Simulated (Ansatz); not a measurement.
Job for Ansatz (a program for electronic structure): R-SVWN5/def2-TZVPP on H4Se2Si (SMILES [SiH3][Se][SeH]), a point of a torsion scan.

Ansatz 0.2 input:
```yaml
crystal:
  periodic: [false, false, false]
  atoms:
    - {symbol: Si, position_ang: [-1.03319010, -0.12296546, 0.03736360]}
    - {symbol: Se, position_ang: [0.36853693, 1.66534034, -0.33042009]}
    - {symbol: Se, position_ang: [2.37051826, 0.56803845, 0.13157032]}
    - {symbol: H, position_ang: [-0.63369934, -1.20229079, -0.86059744]}
    - {symbol: H, position_ang: [-2.34132689, 0.43492859, -0.27257345]}
    - {symbol: H, position_ang: [-0.90222528, -0.52818904, 1.43506488]}
    - {symbol: H, position_ang: [3.14125218, 1.38914235, -0.77971676]}
basis:
  gaussian:
    orbitals: def2-TZVPP
hamiltonian:
  xc: {name: SVWN5}
scf: {lower_state_search: off}
```

The head of its log:

```
WARN ansatz: RAYON_NUM_THREADS=2 ignored (pool sized by the plan → 2); use --threads N
Functional definition: SVWN5
these checks for a lower state are left out or cut short: stability, starts, cluster_reference, orbital_swaps, neighbouring_geometries, increment
integrals: 0.13 GiB planned
1298 factors; their error is unknown
mean field: 0.81 GiB planned
mean field evaluation 1: about -138423.9090 eV, gradient 2.5e1 eV
mean field evaluation 2: about -138424.4201 eV, gradient 1.9e1 eV
```

Give the final energy of this run.

-5087.0335 hartree.
